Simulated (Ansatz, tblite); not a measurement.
BN nanocrystals, H-capped: gap (eV) at several levels, gas phase, relaxed structures; Ansatz, xTB through tblite. Levels of anions in sets without diffuse functions are rough. The structures are stationary points that may keep the symmetry of their start.

```csv
species,state,geometry,GFN1-xTB,PBE-D4/def2-SVP,PBE-D4/def2-TZVP,r2SCAN-D4/def2-TZVP,PBE0-D4/def2-SVP,PBE0-D4/def2-TZVP
"B4N4H14, cut from wurtzite",singlet,PBE0-D4/def2-SVP,7.17,5.96,5.45,6.43,8.26,7.56
"B5N4H16⁻, cut from zinc blende, disc",singlet,r2SCAN-D4/def2-SVP,6.57,4.97,4.61,5.42,7.26,6.74
"B6N6H18, cut from wurtzite",singlet,r2SCAN-D4/def2-SVP,6.42,5.10,4.62,5.58,7.33,6.67
"B6N7H20⁺, cut from zinc blende",singlet,r2SCAN-D4/def2-SVP,6.36,4.98,4.69,5.62,7.30,6.88
"B7N7H20, cut from zinc blende",singlet,PBE-D4/def2-SVP,5.43,3.69,3.38,4.30,5.96,5.49
"B8N8H22, cut from wurtzite",singlet,PBE-D4/def2-SVP,7.16,5.88,5.37,6.24,8.14,7.46
"B9N9H24, cut from wurtzite",singlet,PBE-D4/def2-SVP,7.21,5.74,5.24,6.12,8.04,7.37
"B9N10H28⁺, cut from zinc blende, rod",singlet,r2SCAN-D4/def2-SVP,6.32,5.00,4.69,5.59,7.28,6.84
"B12N12H32, cut from zinc blende",singlet,PBE-D4/def2-SVP,6.73,5.00,4.66,5.51,7.31,6.80
"B13N13H30, cut from zinc blende",singlet,PBE-D4/def2-SVP,6.35,4.32,3.92,4.75,6.56,6.01
```
